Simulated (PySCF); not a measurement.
Worked example: entropy of an ideal gas

Mo(NH)(S)(Cl)(SH) (ClH2MoNS2), SMILES [NH]=[Mo](=[S])([SH])[Cl], multiplicity 1.

Coordinates come from a PBE0-D3(BJ)/def2-SVP optimisation. The multiplicity is an assumed one; no other spin state was optimised. The structure was generated by enumeration; whether it is a known compound was not checked. The def2 effective core potentials stand for the cores of Mo; spin–orbit coupling is left out. Other conformers were not sampled.

PBE0-D3(BJ)/def2-SVP (PySCF) gives the harmonic wavenumbers 115, 144, 150, 197, 244, 343, 396, 420, 532, 583, 627, 684, 1039, 2689, 3604 cm⁻¹ and the rotational temperatures 0.0841, 0.0710, 0.0529 K. The molar mass is 211.54 g/mol, the symmetry number 1, the spin multiplicity 1.

Problem. Work out the entropy at 298.15 K and 1 atm in the rigid-rotor, harmonic-oscillator model.

Solution. 
Translation (Sackur–Tetrode at 1 atm): S = R[1.5 ln M + 2.5 ln T − 1.16487] = 175.5 J/(mol K).
Rotation: q = (√π/σ) T^1.5/√(θA θB θC) = 513000, S = R[ln q + 3/2] = 121.8 J/(mol K).
Vibration: with u = 1.4388 ν/T, each mode gives R[u/(e^u − 1) − ln(1 − e^−u)]:
| ν (cm⁻¹) | modes | u | S (J/(mol K)) |
|---|---|---|---|
| 115 | 1 | 0.55 | 13.32 |
| 144 | 1 | 0.69 | 11.51 |
| 150 | 1 | 0.72 | 11.18 |
| 197 | 1 | 0.95 | 9.04 |
| 244 | 1 | 1.18 | 7.42 |
| 343 | 1 | 1.66 | 5.01 |
| 396 | 1 | 1.91 | 4.09 |
| 420 | 1 | 2.03 | 3.73 |
| 532 | 1 | 2.57 | 2.44 |
| 583 | 1 | 2.81 | 2.01 |
| 627 | 1 | 3.03 | 1.70 |
| 684 | 1 | 3.30 | 1.36 |
| 1039 | 1 | 5.01 | 0.33 |
The stiffer modes add less than 0.005 each. Sum 73.1 J/(mol K).
Spin: R ln 1 = 0.0 J/(mol K).
Total 370.5 J/(mol K); the program's own thermochemistry gives 370.4. Translation makes up 47 % and vibration 20 %. Anharmonicity, hindered rotation and orbital degeneracy are left out.
